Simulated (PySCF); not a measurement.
C2H5AlBrCl (SMILES C[CH2][Al]([Cl])[Br]), singlet, at a GFN2-xTB geometry (such geometries of metal compounds can be far from the true shape), atoms displaced at random by about 0.03 Å a coordinate; B3LYP/STO-3G, gradient in PySCF.

PySCF was given this input:
```python
from pyscf import gto, scf, dft

mol = gto.M(
    atom='''
Al   -0.222605   -0.321958   -0.221394
Cl   -0.550067   -1.955568    1.024294
Br    0.981247    1.435508    0.665678
C    -0.888889   -0.079529   -2.035641
C    -1.612864   -1.299057   -2.537750
H     0.008673    0.106057   -2.743216
H    -1.490108    0.861399   -2.121978
H    -2.549773   -1.413165   -1.918963
H    -1.022973   -2.216704   -2.562997
H    -1.970907   -1.178439   -3.564142
''',
    basis='sto-3g',
    charge=0,
    spin=0,
    verbose=4,
)

mf = dft.RKS(mol)
mf.xc = 'b3lyp'
mf.grids.level = 1
mf.kernel()
g = mf.nuc_grad_method()
g.grid_response = False
grad = g.kernel()
```

The log (banner, timings and long lists left out):

```
PySCF version 2.14.0

[INPUT] verbose = 4
[INPUT] num. atoms = 10
[INPUT] num. electrons = 82
[INPUT] charge = 0
[INPUT] spin (= nelec alpha-beta = 2S) = 0
[INPUT] symmetry False subgroup None
[INPUT] Mole.unit = angstrom
[INPUT] Symbol           X                Y                Z      unit          X                Y                Z       unit  Magmom
[INPUT]  1 Al    -0.222605000000  -0.321958000000  -0.221394000000 AA   -0.420662483959  -0.608412443613  -0.418374025622 Bohr   0.0
[INPUT]  2 Cl    -0.550067000000  -1.955568000000   1.024294000000 AA   -1.039475980161  -3.695487937963   1.935635131035 Bohr   0.0
[INPUT]  3 Br     0.981247000000   1.435508000000   0.665678000000 AA    1.854288090551   2.712716969622   1.257949107148 Bohr   0.0
[INPUT]  4 C     -0.888889000000  -0.079529000000  -2.035641000000 AA   -1.679756765139  -0.150288028961  -3.846803977936 Bohr   0.0
[INPUT]  5 C     -1.612864000000  -1.299057000000  -2.537750000000 AA   -3.047871236171  -2.454861950199  -4.795652472615 Bohr   0.0
[INPUT]  6 H      0.008673000000   0.106057000000  -2.743216000000 AA    0.016389594678   0.200418683593  -5.183926940525 Bohr   0.0
[INPUT]  7 H     -1.490108000000   0.861399000000  -2.121978000000 AA   -2.815896016023   1.627808193974  -4.009957262352 Bohr   0.0
[INPUT]  8 H     -2.549773000000  -1.413165000000  -1.918963000000 AA   -4.818372649811  -2.670494818821  -3.626314513174 Bohr   0.0
[INPUT]  9 H     -1.022973000000  -2.216704000000  -2.562997000000 AA   -1.933138802825  -4.188963459228  -4.843362388082 Bohr   0.0
[INPUT] 10 H     -1.970907000000  -1.178439000000  -3.564142000000 AA   -3.724474446988  -2.226926964506  -6.735252249060 Bohr   0.0

nuclear repulsion = 441.962586428645
number of shells = 29
number of NR pGTOs = 153
number of NR cGTOs = 51
basis = sto-3g
ecp = {}

******** <class 'pyscf.dft.rks.RKS'> ********
method = RKS
initial guess = minao
damping factor = 0
level_shift factor = 0
DIIS = <class 'pyscf.scf.diis.CDIIS'>
diis_start_cycle = 1
diis_space = 8
diis_damp = 0
SCF conv_tol = 1e-09
SCF conv_tol_grad = None
SCF max_cycles = 50
direct_scf = True
direct_scf_tol = 1e-13
XC library pyscf.dft.libxc version 7.1.2
    S. Lehtola, C. Steigemann, M. J. T. Oliveira, and M. A. L. Marques,  SoftwareX 7, 1–5 (2018)
XC functionals = b3lyp
    P. J. Stephens, F. J. Devlin, C. F. Chabalowski, and M. J. Frisch,  J. Phys. Chem. 98, 11623 (1994)
radial grids:
    Treutler-Ahlrichs [JCP 102, 346 (1995); DOI:10.1063/1.469408] (M4) radial grids

becke partition: Becke, JCP 88, 2547 (1988); DOI:10.1063/1.454033
pruning grids: <function nwchem_prune>
grids dens level: 1
symmetrized grids: False
atomic radii adjust function: <function treutler_atomic_radii_adjust>
small_rho_cutoff = 0
Set gradient conv threshold to 3.16228e-05
Initial guess from minao.
tot grids = 42720
init E= -3315.31629551524
  HOMO = -0.409421872427601  LUMO = -0.128585595233744  gap/eV = 7.64194
cycle= 1 E= -3319.01733476408  delta_E= -3.7  |g|= 0.463  |ddm|= 3.66
  HOMO = -0.10129082218845  LUMO = 0.024450945463373  gap/eV = 3.42161
cycle= 2 E= -3319.00599263867  delta_E= 0.0113  |g|= 0.54  |ddm|= 2.17
  HOMO = -0.17360807319803  LUMO = 0.105356965607805  gap/eV = 7.59103
cycle= 3 E= -3319.13474479263  delta_E= -0.129  |g|= 0.0395  |ddm|= 1.16
  HOMO = -0.169094677176159  LUMO = 0.0962040317398273  gap/eV = 7.21915
cycle= 4 E= -3319.13532238661  delta_E= -0.000578  |g|= 0.0231  |ddm|= 0.122
  HOMO = -0.172815377905034  LUMO = 0.0974031568454998  gap/eV = 7.35302
cycle= 5 E= -3319.13550770347  delta_E= -0.000185  |g|= 0.00363  |ddm|= 0.0407
  HOMO = -0.1732917441588  LUMO = 0.0974392920063846  gap/eV = 7.36697
cycle= 6 E= -3319.13551334557  delta_E= -5.64e-06  |g|= 0.000689  |ddm|= 0.00844
  HOMO = -0.173124450147062  LUMO = 0.0975239572798198  gap/eV = 7.36472
cycle= 7 E= -3319.13551352021  delta_E= -1.75e-07  |g|= 0.000163  |ddm|= 0.00127
  HOMO = -0.173080954379323  LUMO = 0.0975305413373108  gap/eV = 7.36371
cycle= 8 E= -3319.13551353093  delta_E= -1.07e-08  |g|= 2.31e-05  |ddm|= 0.000351
  HOMO = -0.173087374248654  LUMO = 0.0975256788815948  gap/eV = 7.36376
cycle= 9 E= -3319.1355135312  delta_E= -2.77e-10  |g|= 2.41e-06  |ddm|= 6.05e-05
  HOMO = -0.173085396198754  LUMO = 0.0975251066559738  gap/eV = 7.36369
Extra cycle  E= -3319.13551353122  delta_E= -1.41e-11  |g|= 1.71e-06  |ddm|= 1.18e-05
converged SCF energy = -3319.13551353122

******** <class 'pyscf.grad.rks.Gradients'> for <class 'pyscf.dft.rks.RKS'> ********
unit = Eh/Bohr
grid_response = False
--------------- RKS gradients ---------------
         x                y                z
0 Al    -0.0184312948    -0.0428379683    -0.0029395137
1 Cl     0.0008262542     0.0020395286     0.0022396492
2 Br     0.0193071637     0.0292624619     0.0112152343
3 C    -0.0560725291    -0.0289938681     0.0068097151
4 C     0.0534126393     0.0096963451     0.0031014189
5 H     0.0233119828     0.0035348309    -0.0254673845
6 H    -0.0013266008     0.0148849594    -0.0032440082
7 H    -0.0171907900     0.0115092652     0.0101560734
8 H    -0.0047121742     0.0060205653    -0.0106732907
9 H     0.0016441432    -0.0049680448     0.0083760265
----------------------------------------------
```
